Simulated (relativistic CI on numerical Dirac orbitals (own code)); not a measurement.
# Sc²⁺ in a cubic cluster: L2,3 absorption with charge transfer

Computed with a charge-transfer multiplet model of a cubic metal-ligand cluster with up to one ligand hole, Slater and spin-orbit integrals from Dirac-Coulomb-Breit ions, Slater integrals scaled by 0.8. The ground state mixes d1 with configurations of k ligand holes L, whose averages lie at kΔ + k(k − 1)U_dd/2; a core hole lowers each added d electron by U_cd. 300 K, Lorentzian 0.4 eV and Gaussian 0.3 eV FWHM.

Atomic integrals in eV (Slater integrals scaled, ζ unscaled), ground: F2dd 4.710, F4dd 2.885, zeta_d 0.008; with the core hole: F2dd 6.786, F4dd 4.228, zeta_d 0.015, zeta_core 3.008, F2cd 3.515, G1cd 2.451, G3cd 1.388. Where a configuration has fewer than two d electrons, the dd integrals are those of d2.

Cluster parameters (eV): U_dd = 4, U_cd = 4.9, 10Dq = 1.15, 10Dq(ligand) = 0.9, V(eg) = 2, V(t2g) = -1.09, final-state hopping factor = 0.9.

```tsv
Case	n_d	d1	d2L	S
Δ = 4.9 eV	1.27	0.73	0.27	0.50
Δ = 6.9 eV	1.20	0.80	0.20	0.50
Δ = 7.9 eV	1.18	0.82	0.18	0.50
Δ = 8.9 eV	1.16	0.84	0.16	0.50
Δ = 10.9 eV	1.12	0.88	0.12	0.50
```

Weights, n_d and S are thermal averages at 300 K. Photon energies count from the first peak over 30 % of the highest in each spectrum, which can be another peak from case to case. The parameters are a model scan and need not match a compound or its usual spin state. Peaks in eV (height, largest 100):
- Δ = 4.9 eV: -1.5 (21), 0.0 (44), 1.3 (100), 2.8 (56), 4.5 (78), 5.6 (98)
- Δ = 6.9 eV: -1.5 (21), 0.0 (45), 1.3 (100), 2.9 (57), 4.5 (82), 5.7 (100)
- Δ = 7.9 eV: -1.6 (21), 0.0 (44), 1.3 (100), 2.9 (57), 4.5 (82), 5.6 (100)
- Δ = 8.9 eV: -1.5 (20), 0.0 (44), 1.4 (99), 2.9 (56), 4.6 (82), 5.7 (100)
- Δ = 10.9 eV: -1.5 (20), 0.0 (44), 1.4 (99), 2.9 (56), 4.6 (81), 5.7 (100)

Curve for Δ = 4.9 eV (points under 2 left out, the grid thinned):

```
E (eV)  Intensity
  -3.0        2.0
  -2.7        3.1
  -2.5        4.0
  -2.2        6.2
  -1.9       12.6
  -1.6       20.9
  -1.4       20.2
  -1.1       19.0
  -0.8       25.8
  -0.5       34.3
  -0.3       39.6
   0.0       44.4
   0.3       40.5
   0.5       45.0
   0.8       65.5
   1.1       90.4
   1.4       98.5
   1.6       75.8
   1.9       34.9
   2.2       30.8
   2.5       48.8
   2.7       55.8
   3.0       54.8
   3.3       37.0
   3.5       32.7
   3.8       41.0
   4.1       55.6
   4.4       73.9
   4.6       77.1
   4.9       65.0
   5.2       74.9
   5.5       96.3
   5.7       97.1
   6.0       75.9
   6.3       38.8
   6.5       22.9
   6.8       12.9
   7.1        8.8
   7.4        6.0
   7.6        4.8
   7.9        3.9
   8.2        3.9
   8.5        3.7
   8.7        2.9
   9.0        2.1
```

For the case Δ = 7.9 eV, Δ = 7.9 eV is larger than U_dd = 4 eV, the Mott-Hubbard side of the Zaanen-Sawatzky-Allen scheme. With the core hole the configuration with one ligand hole lies at Δ + U_dd − U_cd = 4.0, 6.0, 7.0, 8.0, 10.0 eV from the one without, in the order of the table; where this is negative the screened configuration lies lower, though the effective hopping of about 4.2 eV (from the holes of the mixed ground state) mixes the two strongly wherever it is as large as the gap.

With at most 1 ligand hole the space is cut while the next configuration still counts, so covalency is underestimated, and a final configuration with one more ligand hole, which can lie low, is missing from the spectra.
